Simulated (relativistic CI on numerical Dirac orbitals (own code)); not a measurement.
# Electric-dipole transitions in Bi76+

Method of calculation: Dirac-Coulomb-Breit CI, KLI orbitals optimised for each configuration, model QED (radiative potential, 1s self-energy scaled to tabulated hydrogen-like ionisation energies), unscaled Slater integrals (own radial code, finite nucleus).

CI space (outside the closed core 1s2): 2s²2p³, 2s2p⁴, 2p⁵, 2s²2p²3s, 2p⁴3s, 2p⁴3p, 2s²2p²3p, 2p⁴3d, 2s²2p²3d, 2s2p³3s, 2s2p³3p, 2s2p³3d, 2s²2p²4s, 2s²2p²4p, 2s²2p²4d, 2s²2p²4f. Levels of other configurations are missing.

```csv
λ vac (Å),Lower,Upper,A (s⁻¹),gf,Branching (%)
0.8534,2s²2p³ ⁴S°3/2 [2],2s²2p²3d ⁴D5/2 [126],1.10e+15,7.18e-01,43.0
0.8535,2s²2p³ ⁴S°3/2 [2],2s²2p²3d ²D3/2 [124],1.87e+15,8.18e-01,76.3
0.8541,2s²2p³ ²P°1/2 [4],2s²2p²3d ²D3/2 [130],2.30e+15,1.01e+00,95.6
0.8547,2s²2p³ ²D°5/2 [3],2s²2p²3d ⁴D5/2 [126],1.27e+15,8.37e-01,50.0
0.8547,2s²2p³ ²D°5/2 [3],2s²2p²3d ²F7/2 [125],2.38e+15,2.09e+00,99.8
0.8559,2s²2p³ ²P°3/2 [1],2s²2p²3d ²P1/2 [50],3.09e+15,6.79e-01,90.6
0.8566,2s²2p³ ²P°3/2 [1],2s²2p²3d ²D3/2 [49],2.71e+15,1.19e+00,84.1
0.8570,2s²2p³ ²P°3/2 [1],2s²2p²3d ²D5/2 [48],3.04e+15,2.01e+00,96.3
0.8576,2s2p⁴ ⁴P5/2 [5],2s2p³3d ⁴P°3/2 [162],2.85e+15,1.26e+00,86.4
0.8580,2s2p⁴ ⁴P5/2 [5],2s2p³3d ⁴D°5/2 [161],2.67e+15,1.77e+00,96.2
0.8582,2s2p⁴ ²P3/2 [7],2s2p³3d ²D°3/2 [176],2.35e+15,1.04e+00,77.8
0.8583,2s2p⁴ ⁴P5/2 [5],2s2p³3d ⁴F°7/2 [158],2.21e+15,1.95e+00,94.6
0.8584,2s2p⁴ ²S1/2 [6],2s2p³3d ²P°3/2 [175],2.17e+15,9.61e-01,70.9
0.8586,2s2p⁴ ²P3/2 [7],2s2p³3d ²F°5/2 [174],2.79e+15,1.85e+00,95.3
0.8611,2s2p⁴ ⁴P5/2 [5],2s2p³3d ⁴G°7/2 [149],1.01e+15,8.96e-01,94.0
0.8855,2s²2p³ ²D°5/2 [3],2s2p³3p ²F7/2 [105],8.22e+14,7.73e-01,98.4
0.8863,2s²2p³ ²P°3/2 [1],2s2p³3p ²D5/2 [33],8.66e+14,6.12e-01,99.4
1.0091,2s²2p³ ²P°3/2 [8],2s²2p²3d ²D5/2 [144],1.89e+15,1.73e+00,99.8
1.0095,2s2p⁴ ⁴P5/2 [5],2s2p³3d ²F°7/2 [78],6.75e+14,8.25e-01,92.8
1.0110,2s2p⁴ ²D5/2 [10],2s2p³3d ²F°7/2 [192],2.55e+15,3.13e+00,98.5
1.0119,2s²2p³ ⁴S°3/2 [2],2s²2p²3d ²D5/2 [55],2.26e+15,2.09e+00,65.8
1.0127,2s²2p³ ²P°3/2 [8],2s²2p²3d ²D5/2 [139],2.89e+15,2.66e+00,99.6
1.0130,2s²2p³ ²P°3/2 [8],2s²2p²3d ²P3/2 [138],2.12e+15,1.30e+00,88.9
1.0131,2s²2p³ ²D°5/2 [3],2s²2p²3d ²F7/2 [56],3.83e+15,4.71e+00,100.0
1.0133,2s²2p³ ⁴S°3/2 [2],2s²2p²3d ²F5/2 [54],1.54e+15,1.42e+00,67.2
1.0136,2s²2p³ ⁴S°3/2 [2],2s²2p²3d ²P3/2 [53],1.59e+15,9.77e-01,88.1
1.0138,2s²2p³ ²D°5/2 [3],2s²2p²3d ²D5/2 [55],1.16e+15,1.07e+00,33.7
1.0152,2s²2p³ ²D°5/2 [3],2s²2p²3d ²F5/2 [54],7.40e+14,6.86e-01,32.4
1.0157,2s2p⁴ ²P1/2 [11],2s2p³3d ²P°3/2 [197],3.29e+15,2.04e+00,73.0
1.0158,2s²2p³ ²P°3/2 [1],2s²2p²3d ²D5/2 [20],2.39e+15,2.21e+00,100.0
1.0161,2s2p⁴ ²D3/2 [12],2s2p³3d ²D°5/2 [198],4.09e+15,3.80e+00,95.4
1.0165,2s2p⁴ ⁴P5/2 [5],2s2p³3d ⁴D°7/2 [75],3.28e+15,4.07e+00,99.6
1.0170,2s2p⁴ ⁴P5/2 [5],2s2p³3d ⁴D°5/2 [74],1.81e+15,1.68e+00,86.0
1.0172,2s²2p³ ²P°1/2 [4],2s²2p²3d ²P1/2 [58],2.48e+15,7.68e-01,91.7
1.0177,2s²2p³ ²P°1/2 [4],2s²2p²3d ²D3/2 [57],2.31e+15,1.43e+00,88.9
1.0177,2s2p⁴ ²D5/2 [10],2s2p³3d ²D°5/2 [186],2.99e+15,2.79e+00,92.7
1.0179,2s2p⁴ ⁴P3/2 [9],2s2p³3d ⁴D°3/2 [182],2.57e+15,1.60e+00,83.8
1.0182,2s2p⁴ ²S1/2 [6],2s2p³3d ²P°3/2 [80],1.60e+15,9.96e-01,67.1
1.0184,2s2p⁴ ⁴P3/2 [9],2s2p³3d ⁴D°5/2 [181],2.56e+15,2.39e+00,91.8
1.0185,2s2p⁴ ²P3/2 [7],2s2p³3d ²D°5/2 [79],3.44e+15,3.21e+00,98.1
1.0189,2s2p⁴ ²D5/2 [10],2s2p³3d ²F°7/2 [184],1.99e+15,2.48e+00,98.2
2.9087,2s²2p²3p ²P°3/2 [18],2s²2p²4d ²D5/2 [91],2.46e+14,1.87e+00,22.6
2.9654,2s²2p²3d ²D3/2 [19],2s²2p²4f ²F°5/2 [92],4.88e+14,3.86e+00,92.7
3.0783,2s²2p²3d ²D5/2 [20],2s²2p²4f ²F°7/2 [93],4.99e+14,5.67e+00,97.3
4.2217,2s²2p³ ²P°3/2 [1],2s2p⁴ ²P3/2 [7],6.27e+13,6.70e-01,99.8
```

Terms are leading LS components. Brackets give the number of a level in order of energy, since labels repeat. The list gives strong lines, with weight on those to low levels, without lines whose two gauges differ by over a factor of 2.5, among the lowest 200 of 359 levels, so that lines to higher ones, which can be the strongest, are missing. Levels whose partners in the same complex of configurations lie outside the list can be far off, and so can their lines. Rates are taken at the computed energies, electric ones in the length gauge.

At this charge energies of transitions that change n are usually good to better than 1 %, and those within a shell (Δn = 0) to a few per cent.

LS names give the leading component of a level, which can be under half, so a name can repeat, a term be missing and a line seem to break the LS rules.
